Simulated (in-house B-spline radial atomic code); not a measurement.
Checks on a self-consistent run for Er³⁺, [Kr] 4d10 4f12 5s2 (5p1/2)1 (5p3/2)4. Method: Dirac-Hartree-Fock, average of the jj configuration, Fermi nucleus of rms radius 5.2516 fm. Calculated with a radial B-spline atomic code at the basis-set limit.

| orbital | q | ε (Eh) | <1/r> | <r²> | small-component weight |
| --- | --- | --- | --- | --- | --- |
| 1s1/2 | 2 | -2126.34197 | 77.5401 | 0.000567813 | 0.064778 |
| 2s1/2 | 2 | -362.69360 | 18.6665 | 0.00876371 | 0.01449 |
| 2p1/2 | 2 | -344.68150 | 18.5965 | 0.0063447 | 0.0145 |
| 2p3/2 | 4 | -310.90755 | 16.1439 | 0.00755796 | 0.013319 |
| 3s1/2 | 2 | -84.07708 | 6.84815 | 0.0576022 | 0.0046919 |
| 3p1/2 | 2 | -76.18312 | 6.74979 | 0.0534825 | 0.0046177 |
| 3p3/2 | 4 | -68.96558 | 6.128 | 0.0602077 | 0.0042916 |
| 3d3/2 | 4 | -55.66126 | 5.99518 | 0.0475806 | 0.0041485 |
| 3d5/2 | 6 | -54.10061 | 5.84285 | 0.0494511 | 0.0040542 |
| 4s1/2 | 2 | -18.41268 | 2.83398 | 0.292393 | 0.0014715 |
| 4p1/2 | 2 | -15.19789 | 2.71878 | 0.30739 | 0.0013844 |
| 4p3/2 | 4 | -13.57535 | 2.51916 | 0.342475 | 0.0012776 |
| 4d3/2 | 4 | -8.27561 | 2.29098 | 0.389768 | 0.0010919 |
| 4d5/2 | 6 | -7.97595 | 2.23648 | 0.405644 | 0.0010571 |
| 4f5/2 | 5.1429 | -1.59475 | 1.70536 | 0.750943 | 0.00066059 |
| 4f7/2 | 6.8571 | -1.55526 | 1.67465 | 0.787516 | 0.00064157 |
| 5s1/2 | 2 | -3.32083 | 1.04504 | 1.79312 | 0.00028389 |
| 5p1/2 | 1 | -2.41526 | 0.936502 | 2.20411 | 0.00023445 |
| 5p3/2 | 4 | -2.16028 | 0.86418 | 2.51765 | 0.00020401 |

Electron-electron repulsion V_ee = 4796.0821 hartree.

What total energy follows from the eigenvalues?

The eigenvalues count the repulsion twice, so E = Σqε - V_ee = -8293.741 - 4796.082 = -13089.823 hartree; the run printed -13089.823.

Does the Dirac virial theorem hold?

For a point nucleus E = -2c²Σq·w, with w the small-component weight. Here Σq·w = 0.34846 and c = 137.0360, so the ratio E/(-2c²Σq·w) is 1.000176; the finite nucleus accounts for the departure from 1.

What diamagnetic shielding (Lamb formula) and susceptibility (Langevin formula) do the radii give?

σ = (α²/3)Σq<1/r> = 475.429/(3·137.036²) = 8439.1 ppm, and χ = -0.79199×10⁻⁶·Σq<r²> = -25.9×10⁻⁶ cm³/mol with Σq<r²> = 32.697 bohr². Both are non-relativistic formulas without the paramagnetism of open shells; for so heavy an element the full relativistic shielding is larger by tens of per cent.
